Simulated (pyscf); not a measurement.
**H₃C–CH₂–B=NH, singlet**

Gas-phase minimum from PySCF at ωB97X-D3(BJ)/def2-SVP, one conformer. 

```xyz
10

C      0.6154     0.2633     0.8311
C      0.2873     0.6670    -0.6147
B     -1.1740     1.1549    -0.8090
N     -2.3479     1.5443    -0.9523
H      1.6599    -0.0742     0.9214
H      0.4742     1.1074     1.5241
H     -0.0336    -0.5574     1.1745
H      0.4597    -0.1812    -1.2993
H      0.9645     1.4701    -0.9528
H     -3.2884     1.8565    -1.0693
```
Charge 0, spin multiplicity 1.

Bonded distances (Å): C1–C2 1.537, C1–H5 1.101, C1–H6 1.101, C1–H7 1.101, C2–B3 1.553, C2–H8 1.104, C2–H9 1.104, B3–N4 1.245, N4–H10 0.998. Angles (°): C2–C1–H5 111.1, C2–C1–H6 111.3, C2–C1–H7 111.3, H5–C1–H6 107.7, H5–C1–H7 107.7, H6–C1–H7 107.4, C1–C2–B3 113.7, C1–C2–H8 110.4, C1–C2–H9 110.4, B3–C2–H8 108.1, B3–C2–H9 108.1, H8–C2–H9 105.9, C2–B3–N4 179.4, B3–N4–H10 179.9.

Properties at ωB97X-D3(BJ)/def2-SVP:

| Item | Value |
|---|---|
| Harmonic wavenumbers, unscaled | 172, 204, 357, 514, 524, 535, 751, 783, 1002, 1020, 1072, 1263, 1313, 1414, 1443, 1487, 1488, 2055, 3069, 3081, 3130, 3161, 3165, 3909 cm⁻¹ |
| Zero-point energy | 52.8 kcal/mol |
| Rotational symmetry number | 1 |
| Entropy of this conformer at 298 K and 1 atm, rigid rotor and harmonic oscillator, modes under 100 cm⁻¹ raised to 100 | 294.7 J/(mol K) |
| Dipole moment | 0.59 D |

Single-point totals, which compare only within one level (frozen core for MP2 and CC):

| level | total energy (hartree) |
|---|---|
| ωB97X-D3(BJ)/def2-TZVP | -159.58632 |
| PBE/def2-TZVP | -159.28118 |
| r²SCAN/def2-TZVP | -159.40179 |
| B3LYP-D3(BJ)/def2-TZVP | -159.52728 |
| PBE0-D3(BJ)/def2-TZVP | -159.30721 |
| M06-2X/def2-TZVP | -159.42928 |
| ωB97M-D3(BJ)/def2-TZVP | -159.55253 |
| HF/def2-TZVPP | -158.44322 |
| MP2/def2-TZVPP | -159.09199 |
| CCSD/def2-TZVPP | -159.12417 |
| CCSD(T)/def2-TZVPP | -159.15323 |

Soft torsions are taken as harmonic, which can shift the entropy by several J/(mol K). The CCSD(T) − MP2 part came from Ansatz, without density fitting, on the same reference.
